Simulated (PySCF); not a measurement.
# Bond length, frequency and bond energy of SrCd⁺ by level of theory

State: ²Σ⁺ (doublet), unpaired electrons σ ↑. Set-up: basis Sr def2-SVP with ECP28, Cd def2-SVP with ECP28; scalar-relativistic core potentials; PySCF 2.14. De refers to Sr⁺ + Cd in their ground configurations, without counterpoise correction. The functionals are run spin-unrestricted. A positive dipole points towards Cd; it is taken about the centre of mass and depends on that origin.

```json
{"Level": "UHF", "Re (Å)": "3.826", "ωe (cm⁻¹)": "58.1", "De (eV)": "0.252", "μ (D)": "-5.65"}
{"Level": "UHF-MP2", "Re (Å)": "3.569", "ωe (cm⁻¹)": "67.2", "De (eV)": "0.317", "μ (D)": "n/a"}
{"Level": "UHF-SCS-MP2", "Re (Å)": "3.614", "ωe (cm⁻¹)": "63.7", "De (eV)": "0.290", "μ (D)": "n/a"}
{"Level": "PBE", "Re (Å)": "3.535", "ωe (cm⁻¹)": "75.7", "De (eV)": "0.459", "μ (D)": "-6.02"}
{"Level": "r²SCAN", "Re (Å)": "3.523", "ωe (cm⁻¹)": "77.4", "De (eV)": "0.437", "μ (D)": "-5.96"}
{"Level": "r²SCANh", "Re (Å)": "3.534", "ωe (cm⁻¹)": "76.7", "De (eV)": "0.430", "μ (D)": "-5.94"}
{"Level": "PBE0", "Re (Å)": "3.555", "ωe (cm⁻¹)": "75.6", "De (eV)": "0.435", "μ (D)": "-5.86"}
{"Level": "BHandHLYP", "Re (Å)": "3.629", "ωe (cm⁻¹)": "69.4", "De (eV)": "0.346", "μ (D)": "-5.96"}
{"Level": "M06-2X", "Re (Å)": "3.655", "ωe (cm⁻¹)": "70.5", "De (eV)": "0.492", "μ (D)": "-5.46"}
{"Level": "CAM-B3LYP", "Re (Å)": "3.586", "ωe (cm⁻¹)": "70.8", "De (eV)": "0.351", "μ (D)": "-5.96"}
```

Question: What does a quarter of exact exchange do here, going from PBE to PBE0?

Answer: PBE0 less PBE: +2.0 pm in Re, -0.1 % in ωe, -0.02 eV in De. Exact exchange removes part of the self-interaction that spreads semilocal densities, and in most molecules shortens and stiffens the bond and lowers De; here Re goes the other way.

Question: What does the step from GGA to meta-GGA do here, going from PBE to r²SCAN?

Answer: r²SCAN less PBE: -1.2 pm in Re, +2.2 % in ωe, -0.02 eV in De. 

Question: What does second-order correlation do here, going from UHF to UHF-MP2?

Answer: UHF-MP2 less UHF: -25.7 pm in Re, +15.7 % in ωe, +0.07 eV in De. Correlation nearly always deepens the well. The bond shortens, as in weak, metallic or heavy-atom bonds, where dispersion and the correlation of outer-core electrons pull the atoms together.

Correlated steps freeze no core orbitals. Correlated levels converge slowly with the basis: in double zeta they bind strong bonds too weakly, by up to about 1 eV, and carry superposition errors of some tenths. Spin–orbit coupling is left out. For an ion De counts to the pair picked by the measured ionisation energies or electron affinities, which need not be the lowest pair at this level. The state is the lowest determinant that a PBE0 search found; another state may lie lower at other levels.
